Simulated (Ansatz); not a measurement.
Program: Ansatz. Geometries: PBE0-D4/def2-TZVP. ΔE: electronic, gas phase. CBS: MP2 limit from def2 TZ/QZ plus the TZ coupled-cluster correction, frozen cores. This one scheme is used for every species. DFT in def2-TZVPP. For Br outer-core shells are correlated without core-valence functions, which leaves a few kJ/mol of doubt a bond. Scalar relativity is left out up to krypton. One conformer a species, not always the lowest.

Reaction (hydrogenolysis of the Al–Br bond): `[SH][Al]([SH])[Br]` + H₂ → `[SH][AlH][SH]` + HBr

```tsv
level	ΔE (kJ/mol)
PBE-D4	136.5
PBE0-D4	138.4
CCSD(T)/def2-TZVPP	136.7
HF/def2-QZVPP	128.3
```

Q: What does CCSD(T)/CBS give? (Best estimate.)

A: Computed: +143.0 kJ/mol. The listed levels differ from it by -6.5, -4.6, -6.3, -14.7 kJ/mol.

Q: What do rigid-rotor, harmonic-oscillator terms from PBE0-D4/def2-TZVP frequencies (298.15 K, 1 bar) make of the CCSD(T)/CBS value? (An estimate is asked.)

A: The calculation gave: ΔZPE = +3.8 kJ/mol, ΔH = +143.3 kJ/mol, ΔS = 21 J/(mol·K), ΔG = +137.2 kJ/mol.

Largest T1 diagnostic among the species: 0.011.

From BLYP to BHLYP (50 % exact exchange), in def2-TZVPP and without D4, ΔE moves by +5.6 kJ/mol. The D4 term adds +9.5 kJ/mol with B3LYP and +5.2 kJ/mol with PBE0; it sums over pairs of atoms, weighted by their polarisabilities, and B3LYP, whose exchange is more repulsive, gets the larger term. At CCSD(T), def2-SVP lies −16.1 kJ/mol from the extrapolated value and def2-TZVPP −6.4 kJ/mol.

B3LYP here is the variant with VWN-RPA as its local correlation; programs differ in this.
